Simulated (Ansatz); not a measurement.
Born–Oppenheimer molecular dynamics of CH6B2S (10 atoms, charge 0, multiplicity 1). It goes on from the last frame of an earlier run, with new velocities.

Computed with RKS PBE0-D4/STO-3G in Ansatz.

```json
{
  "ensemble": "NVT, Nosé–Hoover chain",
  "time step": "0.5 fs",
  "steps asked": "250",
  "set temperature": "200 K",
  "thermostat": "time constant 100 fs, chain length 1",
  "seed": "709543"
}
```

First frame:

```xyz
10
Properties=species:S:1:pos:R:3
B -0.902 1.485 -1.577
S -0.582 1.228 0.138
B 0.115 -0.421 0.109
C 0.621 -1.159 1.391
H -0.669 0.673 -2.408
H -1.369 2.501 -1.897
H 0.215 -0.967 -0.936
H 0.177 -2.162 1.474
H 0.443 -0.611 2.309
H 1.707 -1.289 1.286
```

(1) What does the run give?

(2) What happens to the structure?

(3) How do temperature and energy run in time?

## Answers

(1) The run went to its last step.

| Item | Value |
| --- | --- |
| steps done | 250 |
| time covered | 125 fs |
| mean temperature over the second half | 134 K |
| spread of the potential energy over the second half | 3.1 meV per atom |
| mean potential energy of the second half above the start | 11.6 meV per atom |

The conserved energy stayed within 0.16 meV per atom of its start (net change 0.051 meV per atom), so the integration is sound. The mean temperature of the second half is 33 % below the set value. A run of 0.12 ps of so small a system gives no equilibrium averages. Limits of this set-up: minimal basis.

(2) The same pairs are bonded in the first frame and the last. Pairs count as bonded within 1.25 times the sum of covalent radii (0.12 Å more for H–H). This is one draw of velocities; another would differ in detail.

(3) 
```
time (fs)  T (K)  potential energy less start (eV)  conserved less start (meV/atom)
      0.0    200                             0.000                             0.00
     10.0    117                             0.086                             0.01
     20.0    145                             0.059                             0.03
     30.0    124                             0.084                             0.08
     40.0     91                             0.121                             0.10
     50.0    149                             0.067                             0.06
     60.0    108                             0.113                             0.05
     70.0    129                             0.098                             0.05
     80.0    136                             0.098                             0.05
     90.0    145                             0.099                             0.07
    100.0    144                             0.112                             0.08
    110.0    145                             0.121                             0.08
    120.0    136                             0.145                             0.08
```

Run time: 4.5 min on 1 thread of Arm Neoverse V1, with other jobs on the host, peak memory 0.08 GiB.
